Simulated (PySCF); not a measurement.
Two species compared at the same levels of theory.

First species: C5H8O3.
SMILES: `OC[C@@H]1[C@H](C=O)CO1`

Second species: C6H12O.
SMILES: `COC1CCCC1`

Levels: B3LYP/def2-SVPD for HOMO energy, LUMO energy, HOMO–LUMO gap and static isotropic polarisability; TDDFT B3LYP/def2-SVPD for lowest singlet excitation; TDA B3LYP/def2-SVPD for lowest triplet excitation (Tamm–Dancoff). Geometries: GFN2-xTB. Each species is one conformer at its optimised geometry, gas phase, non-relativistic unless stated. Electronic properties by PySCF.

The conformers computed, where there is a choice (atom-mapped SMILES and torsion angles):
- `[O:1]=[CH:2][C@@H:3]1[CH2:4][O:5][C@@H:6]1[CH2:7][OH:8]`: O1–C2–C3–C4 177°, O5–C6–C7–O8 -52°, H–O8–C7–C6 55°

The conformers of `COC1CCCC1` aren't listed.

```csv
property,column X,column Y
HOMO energy,-6.98 eV,-7.19 eV
LUMO energy,0.47 eV,-1.16 eV
HOMO–LUMO gap,7.45 eV,6.03 eV
lowest singlet excitation,6.57 eV,4.28 eV
lowest triplet excitation (Tamm–Dancoff),6.46 eV,3.73 eV
static isotropic polarisability,75.1 au,68.7 au
```

Q: Which column belongs to which species?

A: Column X is the second species and column Y the first. The first has 16 atoms and 62 electrons, the second 19 and 56.

Q: How does each property change from the first species to the second?

A: HOMO energy +0.21 eV; LUMO energy +1.63 eV; HOMO–LUMO gap +1.42 eV; lowest singlet excitation +2.29 eV; lowest triplet excitation (Tamm–Dancoff) +2.73 eV; static isotropic polarisability +6.4 au.

On the first: In wavenumbers S1 is 34500 cm⁻¹ (1 eV = 8065.54 cm⁻¹). The vertical singlet–triplet gap S1 − T1 is 0.55 eV (TDDFT singlet less Tamm–Dancoff triplet; S1: HOMO→LUMO, weight 0.93; T1: HOMO→LUMO, weight 0.91).

On the second: The polarisability is 11.13 Å³ as a volume (1 au = 0.148185 Å³), or 1.34 au for each of the 56 electrons. S1 lies 0.88 eV below the HOMO–LUMO gap; its leading configuration is HOMO→LUMO, weight 0.93.
